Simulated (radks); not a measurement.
The praseodymium ion Pr+, 58 electrons, occupied as [Xe] 4f3 6s1. Calculated with a radial shooting solver on a logarithmic mesh with Libxc functionals: scalar-relativistic Kohn-Sham, LDA (Slater exchange, VWN5 correlation), spin-unpolarised, spherical densities, finite nucleus; Fermi nuclear charge, rms radius 4.8919 fm; hard spherical wall at 6 bohr.

Unscreened Slater integrals over Kohn-Sham orbitals (hartree). Empty in this configuration: 5d.

integral      value
F0(4f,4f)   0.81817
F2(4f,4f)   0.36822
F4(4f,4f)   0.22721
F6(4f,4f)   0.16242
F0(4f,6s)   0.33167
G3(4f,6s)  0.022148
F0(4f,5p)   0.58705
F2(4f,5p)   0.22227
G2(4f,5p)   0.13924
G4(4f,5p)   0.10246
F0(4f,5s)   0.65752
G3(4f,5s)   0.15030
F0(4f,5d)   0.42303
F2(4f,5d)   0.11947
F4(4f,5d)  0.062243
G1(4f,5d)  0.078418
G3(4f,5d)  0.056222
G5(4f,5d)  0.041144
F0(6s,6s)   0.26520
F0(6s,5p)   0.31540
G1(6s,5p)  0.032447
F0(6s,5s)   0.32244
G0(6s,5s)  0.017845
F0(6s,5d)   0.29004
G2(6s,5d)  0.099811
F0(5p,5p)   0.50962
F2(5p,5p)   0.27333
F0(5p,5s)   0.54721
G1(5p,5s)   0.36390
F0(5p,5d)   0.39646
F2(5p,5d)   0.18548
G1(5p,5d)   0.21132
G3(5p,5d)   0.12960
F0(5s,5s)   0.59686
F0(5s,5d)   0.41097
G2(5s,5d)   0.12672
F0(5d,5d)   0.34074
F2(5d,5d)   0.17987
F4(5d,5d)   0.11890

Derived for the open shells (J is the average intra-shell exchange parameter used in DFT+U). 4f: F4/F2 = 0.617, F6/F2 = 0.441, J = (286 F2 + 195 F4 + 250 F6)/6435 = 0.02956 hartree.
